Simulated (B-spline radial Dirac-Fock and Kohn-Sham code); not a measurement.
# Binding energies of Pr at several levels of theory

System: atomic praseodymium, configuration [Xe] 4f2 5d1 6s2 (not the ground configuration).

The density-functional columns are spherical, spin-unpolarised Dirac-Kohn-Sham results without Breit or QED terms: −ε is minus the orbital energy of the initial state and ΔSCF the difference of two total energies. The reference in the last column comes from relaxed Dirac-Fock hole states (ΔSCF) with Breit and QED corrections and a finite nucleus. All numbers are from a radial atomic solver, in eV; a selection of levels is shown. The Kohn-Sham columns are given as differences from the reference. For the 1s level of heavy atoms much of the gap between ΔSCF and the reference is the Breit and QED part, -165.0 eV here; for other levels the error of the functional can be larger.

```csv
level,LDA −ε − DF,LDA ΔSCF − DF,Dirac-Fock
K,-260.1,+152.1,41998.2
L1,-132.8,-58.6,6851.3
L2,-98.3,-4.8,6451.4
L3,-103.6,-18.0,5975.1
M1,-66.2,-42.6,1521.1
M2,-52.4,-27.7,1351.5
M3,-51.6,-28.2,1255.4
M4,-32.1,-5.1,962.8
M5,-32.6,-6.1,942.7
N1,-30.1,-20.0,324.3
N2,-23.1,-13.3,258.9
N3,-23.1,-13.6,238.2
N4,-10.2,-1.1,129.0
N5,-10.2,-1.3,125.4
"N6,7",-4.3,+2.8,10.76
O1,-8.3,-3.0,50.54
O2,-4.2,+0.7,30.36
O3,-4.2,+0.5,27.33
"O4,5",-2.5,+1.0,5.58
P1,-0.9,+1.5,4.83
```

Values without a named source are computed, but for edge energies of neutral atoms, which are taken from tables.
